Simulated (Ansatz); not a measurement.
Consider the formal exchange of groups at the Si–O bond: `C[Si](C)(C)[O][Cu]` + `CC(C)(C)Cl` → `C[Si](C)(C)Cl` + `CC(C)(C)[O][Cu]`.

Gas-phase electronic energies from Ansatz, PBE0-D4/def2-TZVP geometries. CCSD(T)/CBS is the MP2 limit (def2-TZVPP, def2-QZVPP) plus CCSD(T) − MP2 in def2-TZVPP, frozen cores. DFT in def2-TZVPP. HSE06 is defined as in plane-wave codes. For Cu outer-core shells are correlated without core-valence functions, which leaves a few kJ/mol of doubt a bond. Scalar relativity is left out up to krypton. Each species was taken in one conformer, which may not be the lowest.

| level | ΔE (kJ/mol) | difference from CCSD(T)/CBS |
| --- | --- | --- |
| LDA (SPW92) | 7.8 | -25.2 |
| PBE-D4 | 11.5 | -21.5 |
| PBE0 | 20.2 | -12.8 |
| r2SCANh | 20.6 | -12.4 |
| HSE06 | 20.0 | -13.0 |
| BHLYP | 32.4 | -0.6 |
| RPA@PBE/def2-TZVPP | 30.8 | -2.2 |
| CCSD(T)/def2-TZVPP | 33.3 | 0.3 |
| HF/CBS(def2) | 40.9 | 7.9 |
| CCSD/CBS(def2) | 34.6 | 1.6 |
| CCSD(T)/CBS | 33.0 | 0 |

Largest T1 diagnostic among the species: 0.029, so the coupled-cluster value is less sure than usual.

From r2SCAN to r2SCAN0 (25 % exact exchange), in def2-TZVPP and without D4, ΔE moves by +6.6 kJ/mol. Leaving LDA and LC-ωPBE aside and taking each functional with its dispersion term where it has one, the values, not all of them listed here, spread over 20.8 kJ/mol, from revPBE-D4 to BHLYP-D4. LDA lies −4.2 kJ/mol from PBE without D4. At CCSD(T), def2-SVP lies −13.2 kJ/mol from the extrapolated value and def2-TZVPP +0.3 kJ/mol.
